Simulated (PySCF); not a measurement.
## Correlation energy of N⁺ (nitrogen, charge +1)

[He] 2s1 2p2 3s1, high-spin 5P determinant (an excited configuration). Calculation: PySCF 2.14, in dyall-acv3z; the spin-free X2C one-electron Hamiltonian (Gaussian nucleus). Frozen: nothing; 6 electrons correlated; the 5 highest virtual orbitals of each spin left out.

MP2 pair energies summed by pair of shells (mhartree):

| pair | energy | share (%) |
| --- | --- | --- |
| 1s-1s | -38.30 | 58.0 |
| 2p-2p | -7.30 | 11.0 |
| 1s-2p | -6.35 | 9.6 |
| 2s-2p | -5.36 | 8.1 |
| 2p-3s | -3.75 | 5.7 |
| 1s-2s | -3.42 | 5.2 |
| 2s-3s | -1.25 | 1.9 |
| 1s-3s | -0.35 | 0.5 |

Total MP2 correlation energy: -66.07 mhartree.

Same-spin part -21.08 and opposite-spin part -44.99 mhartree; SCS-MP2 scales them by 1/3 and 6/5 to -61.02 mhartree.
